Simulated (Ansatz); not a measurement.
Computed with Ansatz on PBE0-D4/def2-TZVP structures; ΔE is electronic, products minus reactants. CCSD(T)/CBS adds triple-zeta CCSD(T) − MP2 to the extrapolated MP2 energy (def2 sets, frozen cores). Functionals use def2-TZVPP. Each species was taken in one conformer, which may not be the lowest.

Consider the substitution at a C–O bond: `C[O][Al]([OH])[SiH3]` + `N[SiH2][SiH2]N` → `CN[SiH2][SiH2]N` + `[OH][Al]([OH])[SiH3]`.

`C[O][Al]([OH])[SiH3]`:

```xyz
12

C    -1.793   -1.189   -0.443
O    -0.806   -1.106    0.541
Al    0.558   -0.154    0.816
O     1.482   -0.437    2.204
Si    1.261    1.620   -0.703
H    -1.656   -0.449   -1.242
H    -1.788   -2.184   -0.900
H    -2.782   -1.028    0.000
H     1.273   -1.112    2.849
H     2.633    1.370   -1.227
H     0.345    1.725   -1.874
H     1.272    2.944   -0.021
```

`N[SiH2][SiH2]N`:

Z-matrix (Å, degrees):
```
Si
Si 1 2.351
N 1 1.729 2 104.4
H 1 1.490 2 112.5 3 116.6
H 1 1.497 2 110.7 3 -125.3
N 2 1.729 1 104.4 3 -7.1
H 2 1.490 1 112.5 3 109.5
H 2 1.497 1 110.7 3 -132.4
H 3 1.009 1 117.6 2 -43.4
H 3 1.008 1 120.2 2 176.3
H 6 1.008 2 120.2 1 176.3
H 6 1.009 2 117.6 1 -43.4
```

`CN[SiH2][SiH2]N`:

```xyz
15

C    -1.938   -0.634   -0.254
N    -1.531    0.745   -0.427
Si   -0.099    1.403    0.264
Si    1.773    0.114   -0.313
N     1.658   -1.420    0.486
H    -1.053   -1.273   -0.204
H    -2.536   -0.973   -1.106
H    -2.523   -0.807    0.660
H    -2.302    1.376   -0.577
H     0.038    2.793   -0.254
H    -0.114    1.507    1.764
H     3.003    0.907    0.014
H     1.824   -0.162   -1.775
H     2.317   -2.145    0.244
H     1.483   -1.430    1.479
```

`[OH][Al]([OH])[SiH3]`:

```xyz
9

O    -2.033   -0.007    0.608
Al   -0.554    0.406   -0.108
O    -0.340    1.751   -1.115
Si    1.377   -1.014    0.308
H    -2.861    0.459    0.515
H    -1.005    2.385   -1.375
H     1.695   -1.829   -0.899
H     1.138   -1.951    1.439
H     2.583   -0.200    0.627
```

```tsv
level	ΔE (kJ/mol)
PBE-D4	-17.5
ωB97X-V	-15.6
PBE	-16.1
r2SCAN	-14.3
CCSD(T)/def2-TZVPP	-17.5
MP2/def2-QZVPP	-21.9
SCS-MP2/def2-QZVPP	-18.8
MP2/CBS(def2)	-22.5
```

(1) What does CCSD(T)/CBS give? (Estimate.)

Largest T1 diagnostic among the species: 0.013.

Answers

(1) Ansatz gave: -19.0 kJ/mol. The listed levels differ from it by 1.5, 3.4, 2.9, 4.7, 1.5, -2.9, 0.2, -3.5 kJ/mol.

In def2-TZVPP, CCSD(T) changes the Hartree–Fock value by −8.0 kJ/mol (the triples alone add −0.6 kJ/mol) and MP2 by −11.5 kJ/mol.
